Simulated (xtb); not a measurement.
A run for xtb: GFN1-xTB on H3InO (SMILES [OH][InH2]), a point of a torsion scan.

```
$ xtb mol.xyz --gfn 1 --sp --chrg 0 --uhf 0
5

O      1.29227430    -0.37026877    -0.19060180
In    -0.57369230     0.08970019    -0.01724588
H      2.02143623     0.07571464     0.23445278
H     -1.12426871     1.63294409    -0.48263126
H     -1.58190350    -1.20209168     0.40251194
```

The log:

```
[...]
           -------------------------------------------------
          |                Calculation Setup                |
           -------------------------------------------------



           -------------------------------------------------
          |                 G F N 1 - x T B                 |
           -------------------------------------------------

        Reference                      10.1021/acs.jctc.7b00118
      * Hamiltonian:
        H0-scaling (s, p, d)           1.850000    2.250000    2.000000
        zeta-weighting                 0.000000
      * Dispersion:
        s8                             2.400000
        a1                             0.630000
        a2                             5.000000
        s9                             0.000000
      * Repulsion:
        kExp                           1.500000
        rExp                           1.000000
      * Coulomb:
        alpha                          2.000000
        third order                    atomic
        anisotropic                    false
      * Halogen bond correction:
        rad-scale                      1.300000
        damping                        0.440000


          ...................................................
          :                      SETUP                      :
          :.................................................:
          :  # basis functions                  20          :
          :  # atomic orbitals                  19          :
          :  # shells                           11          :
          :  # electrons                        12          :
          :  # halogen bonds                     0          :
          :  max. iterations                   250          :
          :  Hamiltonian                  GFN1-xTB          :
          :  restarted?                      false          :
          :  GBSA solvation                  false          :
          :  PC potential                    false          :
          :  electronic temp.          300.0000000     K    :
          :  accuracy                    1.0000000          :
          :  -> integral cutoff          0.2500000E+02      :
          :  -> integral neglect         0.1000000E-07      :
          :  -> SCF convergence          0.1000000E-05 Eh   :
          :  -> wf. convergence          0.2000000E-04 e    :
          :  Broyden damping             0.4000000          :
          :  net charge                          0          :
          :  unpaired electrons                  0          :
          ...................................................

 iter      E             dE          RMSdq      gap      omega  full diag
   1     -7.8682598 -0.786826E+01  0.409E+00    6.75       0.0  T
   2     -7.8690138 -0.753972E-03  0.242E+00    6.68       1.0  T
   3     -7.8690969 -0.831557E-04  0.136E-01    6.63       1.0  T
   4     -7.8691260 -0.290198E-04  0.189E-02    6.65       2.4  T
   5     -7.8691264 -0.486308E-06  0.482E-03    6.65       9.3  T
   6     -7.8691265 -0.303827E-07  0.905E-05    6.65     494.0  T
   7     -7.8691265 -0.136033E-10  0.113E-05    6.65    3950.6  T

   *** convergence criteria satisfied after 7 iterations ***

         #    Occupation            Energy/Eh            Energy/eV
      -------------------------------------------------------------
         1        2.0000           -0.7146329             -19.4462
         2        2.0000           -0.6393836             -17.3985
         3        2.0000           -0.5180172             -14.0960
         4        2.0000           -0.4553804             -12.3915
         5        2.0000           -0.4432333             -12.0610
         6        2.0000           -0.4194486             -11.4138 (HOMO)
         7                         -0.1749908              -4.7617 (LUMO)
         8                         -0.1358279              -3.6961
         9                         -0.1308246              -3.5599
        10                         -0.1269601              -3.4548
        11                         -0.1180573              -3.2125
       ...                                ...                  ...
        19                          0.7386404              20.0994
      -------------------------------------------------------------
                  HL-Gap            0.2444579 Eh            6.6520 eV
             Fermi-level           -0.2972197 Eh           -8.0878 eV

 SCC (total)                   0 d,  0 h,  0 min,  0.002 sec
 SCC setup                      ...        0 min,  0.000 sec (  2.806%)
 Dispersion                     ...        0 min,  0.000 sec (  1.330%)
 classical contributions        ...        0 min,  0.000 sec (  0.508%)
 integral evaluation            ...        0 min,  0.001 sec ( 26.245%)
 iterations                     ...        0 min,  0.001 sec ( 30.129%)
 molecular gradient             ...        0 min,  0.001 sec ( 34.957%)
 printout                       ...        0 min,  0.000 sec (  3.836%)

         :::::::::::::::::::::::::::::::::::::::::::::::::::::
         ::                     SUMMARY                     ::
         :::::::::::::::::::::::::::::::::::::::::::::::::::::
         :: total energy              -7.832874334798 Eh    ::
         :: gradient norm              0.034273686799 Eh/a0 ::
         :: HOMO-LUMO gap              6.652036796413 eV    ::
         ::.................................................::
         :: SCC energy                -7.869126467139 Eh    ::
         :: -> electrostatic           0.063926541383 Eh    ::
         :: repulsion energy           0.036972997638 Eh    ::
         :: dispersion energy         -0.000720865297 Eh    ::
         :: halogen bond corr.         0.000000000000 Eh    ::
         :: add. restraining           0.000000000000 Eh    ::
         :: total charge              -0.000000000000 e     ::
         :::::::::::::::::::::::::::::::::::::::::::::::::::::

           -------------------------------------------------
          |                Property Printout                |
           -------------------------------------------------

    * Orbital Energies and Occupations

         #    Occupation            Energy/Eh            Energy/eV
      -------------------------------------------------------------
         1        2.0000           -0.7146329             -19.4462
         2        2.0000           -0.6393836             -17.3985
         3        2.0000           -0.5180172             -14.0960
         4        2.0000           -0.4553804             -12.3915
         5        2.0000           -0.4432333             -12.0610
         6        2.0000           -0.4194486             -11.4138 (HOMO)
         7                         -0.1749908              -4.7617 (LUMO)
         8                         -0.1358279              -3.6961
         9                         -0.1308246              -3.5599
        10                         -0.1269601              -3.4548
        11                         -0.1180573              -3.2125
        12                         -0.1053155              -2.8658
        13                         -0.0816023              -2.2205
        14                         -0.0485653              -1.3215
        15                         -0.0326686              -0.8890
        16                          0.0850094               2.3132
        17                          0.4321902              11.7605
       ...                                ...                  ...
        19                          0.7386404              20.0994
      -------------------------------------------------------------
                  HL-Gap            0.2444579 Eh            6.6520 eV
             Fermi-level           -0.2972197 Eh           -8.0878 eV
Note: The following floating-point exceptions are signalling: IEEE_DENORMAL
normal termination of xtb

  Mulliken/CM5 charges         n(s)   n(p)   n(d)
     1O    -0.65465 -0.88657   1.620  5.035  0.000
     2In    0.46526  0.42860   1.473  0.993  0.070
     3H     0.31887  0.49310   0.681  0.000  0.000
     4H    -0.06885 -0.02245   1.069  0.000  0.000
     5H    -0.06064 -0.01268   1.061  0.000  0.000

Wiberg/Mayer (AO) data.
largest (>0.10) Wiberg bond orders for each atom

 ---------------------------------------------------------------------------
     #   Z sym  total        # sym  WBO       # sym  WBO       # sym  WBO
 ---------------------------------------------------------------------------
     1   8 O    1.955 --     2 In   0.898     3 H    0.882
     2  49 In   2.420 --     1 O    0.898     5 H    0.758     4 H    0.753
     3   1 H    0.901 --     1 O    0.882
     4   1 H    1.005 --     2 In   0.753     5 H    0.158
     5   1 H    1.004 --     2 In   0.758     4 H    0.158
 ---------------------------------------------------------------------------

Topologies differ in total number of bonds
Writing topology from bond orders to xtbtopo.mol

 dipole moment from electron density (au)
     X       Y       Z
  -0.3556   0.7246   0.5684  total (Debye):    2.509


           -------------------------------------------------
          | TOTAL ENERGY               -7.832874334798 Eh   |
          | GRADIENT NORM               0.034273686799 Eh/α |
          | HOMO-LUMO GAP               6.652036796413 eV   |
           -------------------------------------------------

------------------------------------------------------------------------
------------------------------------------------------------------------
 total:
 SCF:
```

The run finished.

Cost: about 0.020 core-seconds (a rough figure).
